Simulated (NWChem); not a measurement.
Species: selenium dioxide (SeO₂); SMILES [Se](=O)=O

All runs: NWChem. Geometry: optimised at B3LYP/6-31G* (spherical d). Static field.

**Question.** What does the run give for PBE/def2-SVPD? Quantities: isotropic polarisability (bohr³); anisotropy (bohr³).

**Answer.** 
| Property | Result |
|---|---|
| isotropic polarisability (bohr³) | 33.0 |
| anisotropy (bohr³) | 18.0 |
